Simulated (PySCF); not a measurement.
# What a mistake does to a calculation on CGeH4Si

All numbers below are calculated, not measured. They come from PySCF 2.14.0, an open-source quantum chemistry program, on an isolated molecule that a program drew, which may never have been made. The molecule is CGeH4Si (charge 0, singlet), drawn as the SMILES string `[SiH2]=[CH][GeH]`.

Each row is a Hartree-Fock (HF) and frozen-core CCSD(T) single point in the cc-pV(D+d)Z basis, meant for a local HF minimum. Run 1 is clean. Each other run has one planted mistake out of seven kinds, and not every kind appears here: one electron removed, one electron added, multiplicity raised by two, geometry at a saddle point, minimal basis STO-3G, one bond length entered in bohr, all coordinates scaled. The reference is restricted for singlets and unrestricted otherwise, and also for a bond in bohr. Adding or removing an electron swaps singlet and doublet. Electrons count all cores. HOMO and LUMO are orbital energies over both spins, the gradient is its largest component, and the lowest frequency (negative if imaginary) is given only where the gradient is small. Bond lengths are over the 6 bonds as drawn. T1 is the CCSD diagnostic: over 0.02 (restricted) or 0.045 (unrestricted) a single reference is doubtful. Germanium has the cc-pVDZ-PP basis, with a core potential (ECP10MDF) in place of its 10 inner electrons, and its 3s, 3p and 3d shells are frozen in CCSD(T).

Geometry of the clean run:
```xyz
7
CGeH4Si, angstrom
Si    0.5573    0.8934    1.2608
C     1.9215   -0.1260    1.1588
Ge    2.3395   -1.1772   -0.4207
H    -0.4086    1.0586    0.1677
H     0.2049    1.7083    2.4418
H     2.5933   -0.1971    2.0108
H     1.0803   -0.6859   -1.2674
```

| run | electrons | basis functions | <S^2> | HOMO (eV) | LUMO (eV) | gradient (hartree/bohr) | lowest frequency (cm^-1) | mean bond (Å) | longest bond (Å) | T1 | HF (hartree) | CCSD(T) (hartree) | mistake |
|---|---|---|---|---|---|---|---|---|---|---|---|---|---|
| 1 | 56 | 80 | 0.000 | -8.33 | 0.59 | 1.8e-05 | 172 | 1.5461 | 1.943 | 0.0153 | -622.42733 | -622.79769 | no fault |
| 2 | 56 | 80 | 0.000 | -8.45 | 0.35 | 3.5e-02 | - | 1.6605 | 2.087 | 0.0174 | -622.39739 | -622.78024 | all coordinates scaled |
| 3 | 55 | 80 | 0.770 | -14.56 | -6.23 | 4.5e-02 | - | 1.5461 | 1.943 | 0.0195 | -622.16097 | -622.50374 | one electron removed |
| 4 | 57 | 80 | 1.061 | -0.92 | 6.85 | 2.6e-02 | - | 1.5461 | 1.943 | 0.0425 | -622.43468 | -622.81344 | ? |

**Which mistake was planted in run 4, and what did it cost?**

It counts 57 electrons, one more than the clean run, at the same geometry and basis. So the mistake is: one electron added. Subtracting run 1 and multiplying by 627.51 kcal/mol a hartree, the energy moved by -4.6 kcal/mol in HF and -9.9 kcal/mol in CCSD(T).

